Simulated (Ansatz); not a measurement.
Isolated molecules relaxed with PBE0-D4/def2-TZVP in Ansatz; ΔE leaves out vibrations. CCSD(T)/CBS is the MP2 limit (def2-TZVPP, def2-QZVPP) plus CCSD(T) − MP2 in def2-TZVPP, frozen cores. This one scheme is used for every species. DFT in def2-TZVPP. B3LYP here is the variant with VWN-RPA as its local correlation; programs differ in this. One conformer a species, not always the lowest.

Consider the ligand exchange at the Si–O bond: `OBO[SiH2][SiH3]` + CH₃OH → `CO[SiH2][SiH3]` + `OBO`.

`OBO[SiH2][SiH3]`:

Cartesian coordinates in Å:
```
O 1.069 -1.443 2.570
B 0.701 -0.909 1.384
O -0.229 0.083 1.332
Si -0.882 0.925 0.061
Si -0.012 0.257 -2.012
H 0.604 -1.040 3.311
H 1.221 -1.340 0.392
H -2.354 0.718 0.093
H -0.611 2.369 0.292
H 1.457 0.482 -2.077
H -0.296 -1.179 -2.277
H -0.668 1.076 -3.068
```

CH₃OH:

Z-matrix (Å, degrees):
```
C
O 1 1.409
H 1 1.097 2 112.4
H 1 1.090 2 107.0 3 -118.5
H 1 1.097 2 112.4 3 123.0
H 2 0.959 1 108.5 3 -61.6
```

`CO[SiH2][SiH3]`:

```xyz
12

C     1.214   -1.549   -1.173
O     0.844   -0.368   -0.499
Si   -0.644   -0.171    0.180
Si   -0.681    1.958    1.142
H     2.238   -1.434   -1.530
H     0.563   -1.739   -2.035
H     1.172   -2.419   -0.506
H    -1.713   -0.317   -0.854
H    -0.894   -1.232    1.203
H    -2.011    2.186    1.772
H    -0.458    3.005    0.110
H     0.368    2.080    2.189
```

`OBO`:

Cartesian coordinates in Å:
```
O 0.131 -0.987 -0.450
B -0.275 0.220 0.037
O 0.623 1.018 0.660
H -0.574 -1.480 -0.874
H -1.405 0.604 -0.066
H 1.501 0.625 0.693
```

```json
{"level": "PBE-D4", "ΔE (kJ/mol)": "-3.1", "difference from CCSD(T)/CBS": "-2.1"}
{"level": "r2SCAN-D4", "ΔE (kJ/mol)": "-2.4", "difference from CCSD(T)/CBS": "-1.4"}
{"level": "PBE0-D4", "ΔE (kJ/mol)": "-1.9", "difference from CCSD(T)/CBS": "-0.9"}
{"level": "ωB97X-V", "ΔE (kJ/mol)": "-2.2", "difference from CCSD(T)/CBS": "-1.2"}
{"level": "ωB97M-V", "ΔE (kJ/mol)": "-2.0", "difference from CCSD(T)/CBS": "-1.0"}
{"level": "B2PLYP", "ΔE (kJ/mol)": "-3.5", "difference from CCSD(T)/CBS": "-2.5"}
{"level": "PBE", "ΔE (kJ/mol)": "-4.0", "difference from CCSD(T)/CBS": "-3.0"}
{"level": "B3LYP", "ΔE (kJ/mol)": "-3.8", "difference from CCSD(T)/CBS": "-2.8"}
{"level": "HF/def2-TZVPP", "ΔE (kJ/mol)": "-1.4", "difference from CCSD(T)/CBS": "-0.4"}
{"level": "CCSD/def2-TZVPP", "ΔE (kJ/mol)": "-1.5", "difference from CCSD(T)/CBS": "-0.5"}
{"level": "CCSD(T)/def2-TZVPP", "ΔE (kJ/mol)": "-1.6", "difference from CCSD(T)/CBS": "-0.6"}
{"level": "HF/def2-QZVPP", "ΔE (kJ/mol)": "-1.0", "difference from CCSD(T)/CBS": "0.0"}
{"level": "MP2/def2-QZVPP", "ΔE (kJ/mol)": "-2.5", "difference from CCSD(T)/CBS": "-1.5"}
{"level": "HF/CBS(def2)", "ΔE (kJ/mol)": "-1.0", "difference from CCSD(T)/CBS": "0.0"}
{"level": "MP2/CBS(def2)", "ΔE (kJ/mol)": "-2.4", "difference from CCSD(T)/CBS": "-1.4"}
{"level": "CCSD/CBS(def2)", "ΔE (kJ/mol)": "-0.9", "difference from CCSD(T)/CBS": "0.1"}
{"level": "CCSD(T)/CBS", "ΔE (kJ/mol)": "-1.0", "difference from CCSD(T)/CBS": "0"}
```

Largest T1 diagnostic among the species: 0.013.
